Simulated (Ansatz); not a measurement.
`B[SiH](F)F` + `CB[SiH2]SC` → `CB[SiH](F)F` + `CB[SiH2]S`  (redistribution)

Isolated molecules relaxed with PBE0-D4/def2-TZVP in Ansatz; ΔE leaves out vibrations. CBS: MP2 limit from def2 TZ/QZ plus the TZ coupled-cluster correction, frozen cores. DFT in def2-TZVPP. B3LYP here is the variant with VWN-RPA as its local correlation; programs differ in this. Each species was taken in one conformer, which may not be the lowest.

(1) Is it downhill or uphill in electronic energy at CCSD(T)/CBS, and by how much? (Best estimate.)

(2) What do these levels give: PBE-D4, r2SCAN-D4, B3LYP-D4, ωB97X-V, ωB97M-V, B2PLYP, PBE, PBE0, MP2/def2-TZVPP, SCS-MP2/def2-TZVPP, CCSD/def2-TZVPP, CCSD/CBS(def2)? (Best estimate.)

Largest T1 diagnostic among the species: 0.012.

Answers

(1) The calculation gave: Downhill: ΔE = -15.8 kcal/mol.

(2) Ansatz gave: PBE-D4 -17.3, r2SCAN-D4 -17.5, B3LYP-D4 -16.4, ωB97X-V -16.1, ωB97M-V -16.8, B2PLYP -16.3, PBE -17.6, PBE0 -17.3, MP2/def2-TZVPP -15.8, SCS-MP2/def2-TZVPP -15.0, CCSD/def2-TZVPP -16.1, CCSD/CBS(def2) -15.9 kcal/mol.

In def2-TZVPP, CCSD(T) changes the Hartree–Fock value by −1.3 kcal/mol (the triples alone add +0.1 kcal/mol) and MP2 by −1.0 kcal/mol.
